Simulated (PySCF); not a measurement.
## Level sweep

CH8GeSi.
Bonds: Si1–C2, C2–Ge3. Hydrogens: H4, H5, H6 on Si1; H7, H8 on C2; H9, H10, H11 on Ge3.

PySCF, dipoles from the SCF density, polarisabilities from static response with core orbitals frozen. Isolated species at its PBE0-D3(BJ)/def2-SVP geometry, gas phase. Relativistic effects, spin–orbit coupling among them, are left out although an element past zinc is present.

**Question.** Compare the levels for these properties.

**Answer.** 

| level | μ (D) | α (au) | anisotropy (au) |
| --- | --- | --- | --- |
| LDA/def2-SVPD | 0.801 | 78.71 | 23.64 |
| PBE/def2-SVPD | 0.815 | 76.60 | 22.91 |
| B3LYP/def2-SVPD | 0.796 | 74.41 | 21.02 |
| PBE0/def2-SVPD | 0.806 | 73.88 | 20.88 |
| BHandHLYP/def2-SVPD | 0.786 | 71.67 | 19.07 |
| CAM-B3LYP/def2-SVPD | 0.781 | 73.33 | 19.72 |
| wB97X-D/def2-SVPD | 0.793 | 73.27 | 19.54 |
| LC-wPBE/def2-SVPD | 0.789 | 71.53 | 18.63 |
| HF/def2-SVPD | 0.806 | 68.63 | 16.65 |
| PBE0/6-31G* | 0.840 | 59.10 | 17.74 |
| PBE0/def2-SVP | 0.807 | 64.50 | 16.76 |
| PBE0/aug-cc-pVDZ | 0.806 | 75.14 | 21.11 |
| PBE0/def2-TZVP | 0.831 | 71.35 | 20.19 |
| PBE0/def2-TZVPD | 0.825 | 74.64 | 21.17 |

The anisotropy is √(½[(α1 − α2)² + (α2 − α3)² + (α3 − α1)²]). The dipole runs from 0.78 D (CAM-B3LYP/def2-SVPD) to 0.84 D (PBE0/6-31G*). No reference polarisability is at hand; against PBE0 in the largest diffuse basis at hand (def2-TZVPD) the other PBE0 rows deviate by 6-31G* -21%, def2-SVP -14%, def2-SVPD -1%, aug-cc-pVDZ +1%, def2-TZVP -4%. In one basis (def2-SVPD) the functionals order the polarisability from HF (lowest) to LDA (highest), a spread of 15%. With PBE0 the polarisability is 64.98 au without diffuse functions (mean of 6-31G*, def2-SVP and def2-TZVP) and 74.55 au with them (mean of def2-SVPD, aug-cc-pVDZ and def2-TZVPD).

Without π bonds the low states are Rydberg-like; a valence basis with one diffuse set may place them up to an eV too high.
